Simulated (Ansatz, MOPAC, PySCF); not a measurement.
Molecule: HSO (charge 0, doublet). SMILES: S[O]
Geometry: optimised at B3LYP-D3(BJ)/def2-TZVP (Ansatz, a program for electronic structure).

Wanted: vertical ionisation energy to the singlet, in eV. Terms: non-relativistic; UHF or UKS for open shells; 6-311+G** with 5d, 6d on Na to Ar in Ansatz; spin-orbit terms left out; no dispersion term unless named; each state is the SCF solution reached for its charge and spin; frozen cores in correlated levels; six Cartesian d functions in 6-31G* and its kin unless marked 5d. First-principles rows: single points at B3LYP-D3(BJ) geometries (Ansatz). Semi-empirical rows: differences of heats of formation at the shared geometry for vertical values.

| level | program | vertical ionisation energy to the singlet (eV) |
|---|---|---|
| MNDO | MOPAC | 10.32 |
| HF/6-31G* | Ansatz | 10.23 |
| PBE/6-31G* | Ansatz | 9.90 |
| PBE/6-311+G** | Ansatz | 10.13 |
| B3LYP/6-31G* | Ansatz | 10.15 |
| MP2/6-311+G** | Ansatz | 9.28 |
| B3LYP/def2-TZVPD | Ansatz | 10.35 |
| M06-2X/def2-TZVPD | PySCF | 10.32 |

No value to compare with is used here. The 6 habitual levels span 9.28 (MP2/6-311+G**) to 10.32 eV (MNDO); M06-2X/def2-TZVPD gives 10.32.

The levels are drawn from those run, B3LYP/6-31G* more often than the rest, none by its result; left out are runs that failed, that the program found above a lower state of the same kind, or whose <S^2> lies over 0.5 above the pure value.
